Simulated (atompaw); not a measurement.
## u(r) = r·R(r): atom against pseudo-atom (Co)

Columns: radius, all-electron u(r) and pseudo u(r) of the 4s shell (level -5.67 eV) of cobalt in the configuration [Ar] 3d7 4s2 4p0; LDA (PW92), scalar-relativistic, PAW (atompaw) scheme, atompaw 4.2.0.5.

```
r (bohr)  all-electron  pseudo
   0.115        0.1117  0.0355
   0.231        0.1249  0.0716
   0.346       -0.0731  0.1081
   0.462       -0.2294  0.1458
   0.577       -0.2783  0.1843
   0.692       -0.2409  0.2238
   0.808       -0.1510  0.2647
   0.923       -0.0385  0.3060
   1.038        0.0788  0.3476
   1.154        0.1911  0.3893
   1.269        0.2909  0.4299
   1.385        0.3777  0.4692
   1.500        0.4495  0.5059
   1.615        0.5077  0.5394
   1.731        0.5538  0.5694
   1.846        0.5881  0.5945
   1.962        0.6128  0.6147
   2.077        0.6288  0.6290
   2.192        0.6374  0.6374
   2.308        0.6399  0.6399
   2.423        0.6372  0.6372
   2.538        0.6301  0.6301
   2.654        0.6194  0.6194
   2.769        0.6059  0.6059
   2.885        0.5900  0.5900
   3.000        0.5725  0.5725
```

(1) How many radial nodes do the two functions have?

(2) At about which radius was the pseudo-wave matched?

(3) Is the pseudo-wave norm-conserving?

Answers

(1) The all-electron 4s function has n − l − 1 = 3 (the table is too coarse to show those close to the nucleus); the pseudo-wave has 0, since the states of the same l below it are removed with the core.

(2) 2.20 bohr. The columns agree to 0.0005 from 2.08 bohr on; several derivatives are matched, so the curves merge somewhat inside the radius.

(3) No, it belongs to a PAW set: the norm inside the radius is not constrained, and the difference is carried by the augmentation charge.
